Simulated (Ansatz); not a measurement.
Question: Name a neutral molecule of N, O, V and H with HOMO energy (PBE/def2-TZVPP) between -6.80 and -6.50 eV and LUMO energy (ωB97M-V/def2-TZVPP) between 0.15 and 0.45 eV (Ansatz, PBE0-D4/def2-TZVP geometry).

Answer: `[NH]=[V]([OH])([OH])[OH]` (-6.77 eV, 0.44 eV). Other molecules can fit too; these were computed, each in one conformer that needn't be the lowest.
